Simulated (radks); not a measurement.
Values are calculated unless marked as measured or tabulated.
Pm59+, configuration [He].

Code: a radial shooting solver on a logarithmic mesh with Libxc functionals. Model: Dirac Kohn-Sham, PBE, spin-unpolarised, spherical densities, point nucleus.

Energy parts (Ry):
part                       energy
total                  -7769.1419
kinetic                 8672.6879
electron-nucleus      -16524.8309
Hartree                  164.1432
exchange-correlation     -81.1421

Orbitals (lengths in bohr, moments of r in powers of bohr; <r^-3> diverges for s and p1/2; r(90%) holds 90 % of the orbital's charge):
orbital  occ.  eigenvalue (Ry)      <r^2>  r(90%)  <1/r>  <r^-3>
1s1/2       2        -3813.537  0.0007221  0.0416  67.72       -

The highest occupied level is 1s1/2 at -51886 eV. The density falls to 0.001 e/bohr^3 at r = 0.15 bohr.
